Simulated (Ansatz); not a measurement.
Harmonic vibrations of the cluster Hg₂S₂ by finite differences.

```yaml
crystal:
  periodic: [false, false, false]
  atoms:
    - {symbol: Hg, position_ang: [-0.018948, 1.199960, 0.801386]}
    - {symbol: Hg, position_ang: [0.018922, -1.199952, -0.801394]}
    - {symbol: S, position_ang: [0.792164, 1.071280, -1.585387]}
    - {symbol: S, position_ang: [-0.792138, -1.071287, 1.585395]}
basis:
  gaussian: {orbitals: def2-SVP}
hamiltonian: {xc: r2scan, dispersion: d4}
scf: {omitted_lower_state_checks: [starts]}
phonons: {temperatures: {t_min: 298.15, t_max: 900, t_step: 200}}
```

```sh
$ ansatz run in.yaml --threads 4 --pin off --events-out ev --progress --plain --max-ram 3916MiB
```

Shortened log:

```
Functional definition: r2SCAN
mean field -30018.85345210 eV, -1103.1725168550 hartree, gradient 6.5e-5 eV, S^2 0.000000; 0 other end points of the search recorded, 0 dependent functions left out
mean field -30018.85344813 eV, -1103.1725167089 hartree, gradient 1.9e-6 eV, S^2 0.000000; 0 other end points of the search recorded, 0 dependent functions left out
mean field -30018.85344784 eV, -1103.1725166984 hartree, gradient 1.9e-6 eV, S^2 0.000000; 0 other end points of the search recorded, 0 dependent functions left out
mean field -30018.85342906 eV, -1103.1725160082 hartree, gradient 1.9e-6 eV, S^2 0.000000; 0 other end points of the search recorded, 0 dependent functions left out
mean field -30018.85343394 eV, -1103.1725161877 hartree, gradient 1.9e-6 eV, S^2 0.000000; 0 other end points of the search recorded, 0 dependent functions left out
mean field -30018.85343191 eV, -1103.1725161131 hartree, gradient 1.9e-6 eV, S^2 0.000000; 0 other end points of the search recorded, 0 dependent functions left out
mean field -30018.85343533 eV, -1103.1725162387 hartree, gradient 1.9e-6 eV, S^2 0.000000; 0 other end points of the search recorded, 0 dependent functions left out
mean field -30018.85344796 eV, -1103.1725167030 hartree, gradient 1.9e-6 eV, S^2 0.000000; 0 other end points of the search recorded, 0 dependent functions left out
mean field -30018.85344800 eV, -1103.1725167044 hartree, gradient 1.9e-6 eV, S^2 0.000000; 0 other end points of the search recorded, 0 dependent functions left out
mean field -30018.85343389 eV, -1103.1725161857 hartree, gradient 1.9e-6 eV, S^2 0.000000; 0 other end points of the search recorded, 0 dependent functions left out
mean field -30018.85342911 eV, -1103.1725160102 hartree, gradient 1.9e-6 eV, S^2 0.000000; 0 other end points of the search recorded, 0 dependent functions left out
mean field -30018.85343536 eV, -1103.1725162397 hartree, gradient 1.9e-6 eV, S^2 0.000000; 0 other end points of the search recorded, 0 dependent functions left out
mean field -30018.85343188 eV, -1103.1725161120 hartree, gradient 1.9e-6 eV, S^2 0.000000; 0 other end points of the search recorded, 0 dependent functions left out
mean field -30018.85344842 eV, -1103.1725167197 hartree, gradient 1.9e-6 eV, S^2 0.000000; 0 other end points of the search recorded, 0 dependent functions left out
mean field -30018.85344423 eV, -1103.1725165658 hartree, gradient 1.9e-6 eV, S^2 0.000000; 0 other end points of the search recorded, 0 dependent functions left out
mean field -30018.85344171 eV, -1103.1725164732 hartree, gradient 1.9e-6 eV, S^2 0.000000; 0 other end points of the search recorded, 0 dependent functions left out
mean field -30018.85343563 eV, -1103.1725162499 hartree, gradient 1.9e-6 eV, S^2 0.000000; 0 other end points of the search recorded, 0 dependent functions left out
mean field -30018.85342718 eV, -1103.1725159392 hartree, gradient 1.9e-6 eV, S^2 0.000000; 0 other end points of the search recorded, 0 dependent functions left out
mean field -30018.85343584 eV, -1103.1725162576 hartree, gradient 1.9e-6 eV, S^2 0.000000; 0 other end points of the search recorded, 0 dependent functions left out
mean field -30018.85344411 eV, -1103.1725165613 hartree, gradient 1.9e-6 eV, S^2 0.000000; 0 other end points of the search recorded, 0 dependent functions left out
mean field -30018.85344854 eV, -1103.1725167242 hartree, gradient 1.9e-6 eV, S^2 0.000000; 0 other end points of the search recorded, 0 dependent functions left out
mean field -30018.85343569 eV, -1103.1725162518 hartree, gradient 1.9e-6 eV, S^2 0.000000; 0 other end points of the search recorded, 0 dependent functions left out
mean field -30018.85344166 eV, -1103.1725164712 hartree, gradient 1.9e-6 eV, S^2 0.000000; 0 other end points of the search recorded, 0 dependent functions left out
mean field -30018.85343582 eV, -1103.1725162565 hartree, gradient 1.9e-6 eV, S^2 0.000000; 0 other end points of the search recorded, 0 dependent functions left out
mean field -30018.85342721 eV, -1103.1725159403 hartree, gradient 1.9e-6 eV, S^2 0.000000; 0 other end points of the search recorded, 0 dependent functions left out
Total energy: -30018.89466396 eV, -1103.1740313629 hartree
Atom 0 at    -0.018948     1.199960     0.801386 Å, force     0.000062    -0.001276    -0.000888 eV/Å
Atom 1 at     0.018922    -1.199952    -0.801394 Å, force    -0.000012     0.001265     0.000906 eV/Å
Atom 2 at     0.792164     1.071280    -1.585387 Å, force    -0.000149    -0.000137     0.000256 eV/Å
Atom 3 at    -0.792138    -1.071287     1.585395 Å, force     0.000099     0.000147    -0.000273 eV/Å
Dipole moment:    -0.000016     0.000004    -0.000006 e Å
Vibrations: 96.75 107.67 145.90 165.94 292.56 313.88 cm⁻¹, zero-point energy 0.069598 eV
Checks for a lower state left out: starts
```

It took 38 s on 4 threads of Arm Neoverse V2 on a shared host.

In the def2 sets Hg takes a core potential; there is no spin–orbit coupling. The structure comes from a short search, and lower isomers may exist.
